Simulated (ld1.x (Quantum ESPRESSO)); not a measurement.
antimony (Sb), TM: configuration errors across variants

```
Element                 : Sb (Z = 51)
Generator               : ld1.x (Quantum ESPRESSO) 7.5
Type                    : norm-conserving Troullier–Martins (Kleinman–Bylander form)
Functional              : PBE
Relativity              : scalar-relativistic
Frozen core             : [Kr] 4d10
Valence charge          : 5
Reference configuration : 5s2 5p3
Partial waves           : 5s (bound): rc 1.80 bohr; 5p (bound): rc 1.70 bohr
Local potential         : all-electron potential smoothed inside 1.70 bohr (lloc = -2)
Core correction         : Bessel-smoothed model core, default radius (core density twice the valence density)
```

All-electron excitation energies from the reference (eV): (1) 5s2 5p2 8.317; (2) 5s2 5p1 24.285; (3) 5s2 5p0 48.698; (4) 5s1 5p3 17.049; (5) 5s0 5p5 16.431; (6) 5s1 5p0 92.991; (7) 5s2 5p2.5 3.262.

A true bound ghost makes a file unfit for plane-wave use even where its test errors are small: the radial tests pick states by their node count and pass the ghost by.

Errors AE − PS in meV (a dash: test not solved or not reliable):

```tsv
change	(1)	(2)	(3)	(4)	(5)	(6)	(7)	bound ghosts
base	-2.2	-23	-124	-10	-23	-461	-0.5	none
all radii but the core radius scaled by about 0.77 (s 1.38, p 1.30 bohr); local potential all-electron potential smoothed inside 1.30 bohr (lloc = -2)	-7.8	-88	-508	-13	-41	-1056	-1.2	p, s, d
all radii but the core radius scaled by about 0.90 (s 1.62, p 1.52 bohr); local potential all-electron potential smoothed inside 1.52 bohr (lloc = -2)	+0.8	-3.4	-50	-5.1	-34	-264	+0.1	d
all radii but the core radius scaled by about 0.94 (s 1.70, p 1.60 bohr); local potential all-electron potential smoothed inside 1.60 bohr (lloc = -2)	-1.0	-16	-104	-7.4	-25	-418	-0.2	d
all radii but the core radius scaled by about 1.10 (s 1.98, p 1.86 bohr); local potential all-electron potential smoothed inside 1.86 bohr (lloc = -2)	-3.6	-29	-130	-17	-34	-467	-0.8	none
all radii but the core radius scaled by about 1.26 (s 2.26, p 2.14 bohr); local potential all-electron potential smoothed inside 2.14 bohr (lloc = -2)	-4.6	-32	-129	-27	-67	-469	-1.1	none
all radii but the core radius scaled by about 1.37 (s 2.46, p 2.32 bohr); local potential all-electron potential smoothed inside 2.32 bohr (lloc = -2)	-4.9	-33	-128	-35	-95	-489	-1.1	none
```

Task: Give the same row for: all radii but the core radius scaled by about 1.17 (s 2.10, p 1.98 bohr); local potential all-electron potential smoothed inside 1.98 bohr (lloc = -2).

Result: -4.2, -31, -131, -21, -47, -466, -1.0; bound ghosts: none.
